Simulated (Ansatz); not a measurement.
`[SiH3]C[O][AlH][SiH3]` + `[SiH3][SeH]` → `[SiH3]C[SiH2][SeH]` + `[OH][AlH][SiH3]`  (formal exchange of groups at a C–O bond)

Program: Ansatz. Geometries: PBE0-D4/def2-TZVP. ΔE: electronic, gas phase. CCSD(T)/CBS adds triple-zeta CCSD(T) − MP2 to the extrapolated MP2 energy (def2 sets, frozen cores). Functionals use def2-TZVPP. For Se outer-core shells are correlated without core-valence functions, which leaves a few kJ/mol of doubt a bond. Scalar relativity is left out up to krypton. One conformer a species, not always the lowest.

Question: Is it downhill or uphill in electronic energy at CCSD(T)/CBS, and by how much? (An estimate is asked.)

Answer: Computed: Downhill: ΔE = -1.33 eV.

Question: What do these levels give: PBE-D4, B2PLYP, PBE0, MP2/def2-TZVPP, CCSD(T)/def2-TZVPP, MP2/CBS(def2)? (An estimate is asked.)

Answer: Computed: PBE-D4 -1.22, B2PLYP -1.23, PBE0 -1.26, MP2/def2-TZVPP -1.41, CCSD(T)/def2-TZVPP -1.29, MP2/CBS(def2) -1.45 eV.

Largest T1 diagnostic among the species: 0.014.

In def2-TZVPP, CCSD(T) changes the Hartree–Fock value by −0.15 eV (the triples alone add −0.01 eV) and MP2 by −0.27 eV. From PBE to PBE0 (25 % exact exchange), in def2-TZVPP and without D4, ΔE moves by −0.06 eV. The D4 term adds −0.04 eV with B3LYP and −0.02 eV with PBE0; it sums over pairs of atoms, weighted by their polarisabilities, and B3LYP, whose exchange is more repulsive, gets the larger term.

B3LYP here is the variant with VWN-RPA as its local correlation; programs differ in this.
